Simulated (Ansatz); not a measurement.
SiPt3. Charge 0, multiplicity 1. Geometry PBE0-D4/def2-SVP.

Cartesian coordinates in Å:
```
Pt 1.161 -0.351 0.363
Pt -0.249 1.472 1.565
Pt -1.136 0.200 -0.522
Si 0.224 -1.321 -1.405
```

In the def2 sets Pt takes a core potential; there is no spin–orbit coupling. At HF/def2-TZVP the restricted singlet is unstable: a solution with broken spin symmetry lies lower. The restricted singlet is unstable towards broken spin symmetry in Hartree–Fock (as tested in another run); at PBE-D4/def2-TZVP, revPBE-D4/def2-TZVP, r2SCAN-D4/def2-TZVP, PBE0-D4/def2-TZVP this wasn't settled. At PBE-D4/def2-TZVP, revPBE-D4/def2-TZVP an occupied level lies above an empty one. Another isomer (singlet) lies 0.91 eV lower at PBE0-D4/def2-TZVP; other spin states weren't run for this one.

(1) Estimate the orbital energies around the gap (eV) in Ansatz with HF/def2-TZVP, PBE-D4/def2-TZVP, revPBE-D4/def2-TZVP, r2SCAN-D4/def2-TZVP, PBE0-D4/def2-TZVP.

## Answers

(1) 
```
orbital  HF/def2-TZVP  PBE-D4/def2-TZVP  revPBE-D4/def2-TZVP  r2SCAN-D4/def2-TZVP  PBE0-D4/def2-TZVP
 HOMO−5         -8.70             -5.64                -5.57                -5.88              -6.89
 HOMO−4         -8.38             -5.16                -5.06                -5.20              -5.99
 HOMO−3         -8.34             -5.07                -4.97                -5.11              -5.79
 HOMO−2         -8.14             -4.94                -4.84                -4.95              -5.78
 HOMO−1         -7.78             -4.67                -4.57                -4.69              -5.65
   HOMO         -7.68             -4.65                -4.55                -4.65              -5.56
   LUMO         -0.23             -4.67                -4.56                -4.59              -3.73
 LUMO+1          0.31             -3.80                -3.69                -3.63              -2.90
 LUMO+2          0.34             -3.39                -3.29                -3.31              -2.68
 LUMO+3          1.52             -2.22                -2.12                -2.03              -1.42
 LUMO+4          1.95             -1.67                -1.57                -1.38              -0.83
 LUMO+5          2.86             -0.69                -0.60                -0.35               0.16
```
